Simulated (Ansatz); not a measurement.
Input file for Ansatz (a first-principles code): R-CCSD(T)/def2-TZVPPD on H4OSn (SMILES [OH][SnH3]), atoms moved off the minimum. Elements past Kr take the def2 small-core potentials; no spin–orbit coupling. Files ending in .json are basis or fitting sets from the Basis Set Exchange. The run froze 10 orbitals, filled d shells among them.

Ansatz 0.2 input:
```yaml
crystal:
  periodic: [false, false, false]
  atoms:
    - {symbol: Sn, position_ang: [-0.32479684, 0.01693361, -0.01937210]}
    - {symbol: O, position_ang: [1.66407041, -0.27854121, 0.53175195]}
    - {symbol: H, position_ang: [-0.54565282, 1.63856479, -0.72505600]}
    - {symbol: H, position_ang: [-1.04945366, -0.15610501, 1.36765128]}
    - {symbol: H, position_ang: [-0.45265118, -1.21344849, -1.08452985]}
    - {symbol: H, position_ang: [2.27143848, -0.03629724, -0.04299870]}
basis:
  gaussian:
    orbitals: def2-TZVPPD.json
magnetization: {spin_polarized: false}
correlation: {method: ccsd_t, electrons: outside_noble_gas}
scf: {lower_state_search: off}
output: {forces: true}
```

The head of its log:

```
WARN ansatz: RAYON_NUM_THREADS=1 ignored (pool sized by the plan → 1); use --threads N
Functional definition: HF
these checks for a lower state are left out or cut short: starts, cluster_reference, orbital_swaps, neighbouring_geometries, increment
integrals: 0.46 GiB planned
1108 factors; integrals over basis functions are off by at most 7.9e-4 eV
mean field: 0.42 GiB planned
mean field evaluation 1: about -7902.6780 eV, gradient 4.2e1 eV
mean field evaluation 2: about -7902.7173 eV, gradient 4.2e1 eV
mean field evaluation 4: about -7906.1243 eV, gradient 2.3e0 eV
mean field evaluation 8: about -7906.1556 eV, gradient 1.3e-1 eV
mean field -7906.15568038 eV, -290.5458622691 hartree, gradient 1.9e-6 eV, S^2 0.000000; 0 other end points of the search recorded, 0 dependent functions left out
10 core orbitals not correlated
reference -7906.15568038 eV, -290.5458622691 hartree; 7, 7 occupied and 147, 147 virtual orbitals, 1108 factors
too little memory for Intel AMX tiles; the run may be slower
densities: 1.34 GiB planned
```

Q: Give the final energy of this run.

A: -290.9487 hartree (reference determinant -290.5459, T1 diagnostic 0.013).
